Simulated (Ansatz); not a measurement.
Species: C$_{2}$H$_{5}$N, charge 0, singlet. C2H5N (N-methylmethanimine, SMILES C=NC).
B3LYP-D3(BJ)/def2-TZVP minimum from Ansatz (an electronic-structure program):
```
N
C 1 1.2590
H 2 1.0883 1 119.48
H 2 1.0987 3 117.18 1 180.00
C 1 1.4479 2 118.24 3 -180.00
H 5 1.0921 1 108.92 2 -121.86
H 5 1.0921 6 106.91 1 117.56
H 5 1.0989 6 109.13 7 117.91
```

Total energies in cc-pVDZ, 18 correlated electrons, 3 frozen orbitals. UHF or UKS for unpaired electrons; spin-orbit terms are left out. Cores are frozen in correlated methods. No relativity.

```csv
method,program,energy (Eh),minus CCSDT(Q) (mEh)
HF,Ansatz,-133.07276,496.48
MP2,Ansatz,-133.51588,53.37
CCSD,Ansatz,-133.55184,17.41
CCSD(T),Ansatz,-133.56739,1.85
CCSDT(Q),Ansatz,-133.56925,0.00
```

Rough core times of Ansatz's runs on a shared machine: CCSD(T) under 20 s, CCSDT(Q) 3 min.
